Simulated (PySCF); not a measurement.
The numbers are results of B3LYP-D3(BJ)/def2-TZVP // PBE0-D3(BJ)/def2-TZVP run with PySCF, not measurements. Gas-phase values, no solvent. One relaxed conformer stands for a flexible species; it need not be the lowest. B3LYP has the VWN-RPA correlation part, as in Gaussian. Excitations are Tamm–Dancoff values on a coarser integration grid. The basis has no diffuse functions, so Rydberg states are missing or too high.

Reference species (SMILES): `[SiH3][Al]([SiH3])[SH]` (Si–Al–S–H torsion 0°) (neutral, multiplicity 1).

The LUMO comes out as -2.27 eV and the HOMO–LUMO gap is 4.91 eV. The T1 excitation (TDA) is 3.39 eV. The S1–T1 gap (TDA) is 0.58 eV.

Changed species: `[SiH3][Al]([SiH3])[SiH3]` (0 of 3 SiH3 replaced by SH; the reference has 1 of 3 SiH3 replaced by SH).

Problem. Give the shifts of the LUMO, HOMO–LUMO gap, T1 excitation (TDA) and S1–T1 gap (TDA).

Solution. the LUMO drops by 0.51 eV, to -2.78 eV; the HOMO–LUMO gap decreases by 0.57 eV, to 4.34 eV; the T1 excitation (TDA) drops by 0.53 eV, to 2.86 eV; the S1–T1 gap (TDA) falls by 0.07 eV, to 0.51 eV.
